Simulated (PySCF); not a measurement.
C₂H₅BF₂O, SMILES FB(F)OCC. Heavy atoms are numbered as in [B:1]([F:2])([F:3])[O:4][CH2:5][CH3:6]. Hydrogens are named by the atom that carries them.

Coordinates come from a ωB97X-D3(BJ)/def2-SVP optimisation. The values are those of a single conformer.

Level of theory: r2SCAN/def2-TZVP run with PySCF.

Atomic charges (e), one atom of each kind:

| atom | Löwdin | Mulliken |
|---|---|---|
| B1 | -1.07 | ? |
| F2 | 0.32 | -0.27 |
| O4 | 0.37 | ? |
| C5 (CH2) | -0.29 | ? |
| C6 (CH3) | -0.30 | -0.34 |
| H on C5 | 0.13 | 0.09 |
| H on C6 | 0.13 | 0.12 |

Problem. What belongs in the gaps? (An estimate is asked for; the answer gives what the named calculation found.)

Solution. 
- B1, Mulliken: 0.58
- O4, Mulliken: -0.28
- C5 (CH2), Mulliken: 0.03

Problem. Give the Mayer and Wiberg (Löwdin basis) orders of the bonds. (The exact figures need the calculation; the answer reports its results.)

Solution. 
```csv
bond,Mayer,Wiberg
B1–F2,1.14,2.04
B1–F3,1.17,2.08
B1–O4,1.33,1.91
O4–C5,0.88,1.32
C5–C6,0.99,1.33
```
